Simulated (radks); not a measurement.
The krypton ion Kr2+, configuration [Ar] 3d10 4s0.5 4p5.5 (fractional occupations, a model configuration). Method: scalar-relativistic Kohn-Sham, PBE, spin-polarised, spherical densities, point nucleus; open shells are filled with parallel spins first; computed with a radial shooting solver on a logarithmic mesh with Libxc functionals.

Normalised radial functions P(r) = r R(r), r in bohr:

r,3d up,4s down,4p up
0.004566,0.0001,0.0825,0.0038
0.006812,0.0003,0.1112,0.0079
0.01008,0.0008,0.1422,0.0160
0.01504,0.0024,0.1693,0.0318
0.02226,0.0071,0.1758,0.0599
0.03321,0.0206,0.1368,0.1075
0.04914,0.0556,0.0294,0.1730
0.07331,0.1416,-0.1434,0.2393
0.1085,0.3191,-0.2867,0.2479
0.1619,0.6322,-0.2304,0.1155
0.2395,1.0242,0.1074,-0.1635
0.3574,1.3155,0.4561,-0.4022
0.5289,1.2559,0.2976,-0.2778
0.789,0.8438,-0.3894,0.2515
1.168,0.3772,-0.9052,0.7577
1.742,0.0949,-0.7718,0.8070
2.578,0.0111,-0.3137,0.4403
3.846,0.0004,-0.0522,0.1133
5.692,0.0000,-0.0028,0.0111

3d up: eigenvalue -109.16 eV, 0 radial nodes, <r> = 0.554 bohr, 90 % of the charge inside 0.907 bohr. 4s down (empty): eigenvalue -46.667 eV, 3 radial nodes at r = 0.0530, 0.216, 0.641 bohr, <r> = 1.49 bohr, 90 % of the charge inside 2.19 bohr. 4p up: eigenvalue -32.444 eV, 2 radial nodes at r = 0.194, 0.667 bohr, <r> = 1.71 bohr, 90 % of the charge inside 2.55 bohr.
